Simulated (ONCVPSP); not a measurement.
How hard is this P (Z = 15) ONCV potential?

ONCVPSP 4.0.1 input, shortened (lines: element, Z, core and valence counts, functional; n l f; lmax; l rc ep ncon nbas qcut; lloc lpopt rc5 dvloc0; l nproj debl; icmod fcfact rcfact), PBE, scalar-relativistic:

```
  P 15.00    1    4        4      upf
    1    0    2.00
    2    0    2.00
    2    1    6.00
    3    0    2.00
    3    1    3.00
    2
    0    1.00    0.00    4    7   11.20
    1    0.75    0.00    4    7   22.20
    2    0.75    0.02    3    7   12.70
    2    5    0.75    0.00
    0    3    0.80
    1    2    0.70
    2    0    3.80
    3    4.25    1.70
```

Q: For each optimised wave give the share of its norm inside rc, the residual kinetic energy above qcut (Ha) and the cutoffs (Ha) for errors of 10, 1, 0.1 and 0.01 mHa per electron.

A:

```
         wave  norm inside rc  residual KE  10 mHa  1 mHa  0.1 mHa     0.01 mHa
           2s           0.967      5.5e-07    30.0   39.3     47.4         54.4
           3s           0.074      5.9e-06    22.2   30.5     37.4         57.2
s projector 3           0.026      2.5e-06    18.2   27.1     34.4         43.8
           2p           0.867      3.0e-08   135.6  165.0    189.2        208.8
           3p           0.027      2.1e-08   100.1  138.4    171.1        198.1
d projector 1           0.000      2.4e-04     0.0    0.4    457.0  not reached
```

The occupied waves need 165 Ha and 189 Ha for 1 and 0.1 mHa. Rows with under 1 % of the norm inside rc give no meaningful cutoff. Note: ghosts flagged at negative energy: s at -444.8 eV; GHOST(+) flags only above 600 eV. A true bound ghost makes a file unfit for plane-wave use.
